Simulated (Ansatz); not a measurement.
The cluster H₃Au₃⁺, relaxed as a doublet with UKS PBE0-D4/def2-TZVP in Ansatz, starting from the GFN2-xTB geometry. Force threshold 0.02 eV/Å.

In the def2 sets Au takes a core potential; there is no spin–orbit coupling. The structure comes from a short search, and lower isomers may exist.

Start:

| atom | x (Å) | y (Å) | z (Å) |
| --- | --- | --- | --- |
| Au1 | -1.270 | 1.527 | -0.680 |
| Au2 | 0.488 | -0.448 | 0.371 |
| Au3 | 1.771 | -2.857 | 0.208 |
| H4 | 1.860 | -1.404 | 0.507 |
| H5 | -2.321 | 2.509 | -0.942 |
| H6 | -0.529 | 0.674 | 0.537 |

Problem. Estimate the energy that the relaxation releases and the steps that it takes.

Solution. 76.5 kJ/mol, in 17 steps; 53 s on 4 threads of Arm Neoverse V2 on a shared host. The force fell under the threshold at step 15, but the optimiser went on. No frequencies were taken in this run, so the end may be a saddle point.

Problem. Does the start keep its bonding and symmetry?

Solution. By distances, no bond broke or formed. The bond that changes most is Au2–H6, from 1.52 to 1.70 Å (atoms count from 1).

Problem. Predict the relaxed structure.

Solution. 
```tsv
atom	x (Å)	y (Å)	z (Å)
Au1	-0.913	1.825	-0.640
Au2	0.477	-0.351	0.334
Au3	1.377	-2.858	0.037
H4	1.929	-1.384	0.498
H5	-2.442	1.766	-1.054
H6	-0.429	1.002	0.825
```
Bond lengths (bridged metal pairs left out): 5 × Au–H 1.59 to 1.79 Å.
